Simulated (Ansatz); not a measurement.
Reaction (ligand exchange at the Si–S bond): `BS[SiH3]` + `[OH][Mg][N]([SiH3])[SiH3]` → `[SiH3][O][Mg][N]([SiH3])[SiH3]` + `BS`

Computed with Ansatz on PBE0-D4/def2-TZVP structures; ΔE is electronic, products minus reactants. CCSD(T)/CBS is the MP2 limit (def2-TZVPP, def2-QZVPP) plus CCSD(T) − MP2 in def2-TZVPP, frozen cores. This one scheme is used for every species. DFT in def2-TZVPP. For Mg outer-core shells are correlated without core-valence functions, which leaves a few kJ/mol of doubt a bond. Each species was taken in one conformer, which may not be the lowest.

Q: Is it downhill or uphill in electronic energy at CCSD(T)/CBS, and by how much? (Estimate.)

A: The calculation gave: Downhill: ΔE = -75.8 kJ/mol.

Q: What do these levels give: LDA (SPW92), r2SCAN0-D4, CAM-B3LYP-D4, PBE-QIDH, MP2/def2-TZVPP, MP2/CBS(def2)? (An estimate is asked.)

A: Ansatz gave: LDA (SPW92) -61.9, r2SCAN0-D4 -71.7, CAM-B3LYP-D4 -79.2, PBE-QIDH -70.1, MP2/def2-TZVPP -72.5, MP2/CBS(def2) -71.6 kJ/mol.

Largest T1 diagnostic among the species: 0.015.

The D4 term adds +3.5 kJ/mol with B3LYP and +1.6 kJ/mol with PBE0; it sums over pairs of atoms, weighted by their polarisabilities, and B3LYP, whose exchange is more repulsive, gets the larger term. From BLYP to BHLYP (50 % exact exchange), in def2-TZVPP and without D4, ΔE moves by −7.7 kJ/mol.

B3LYP here is the variant with VWN-RPA as its local correlation; programs differ in this.
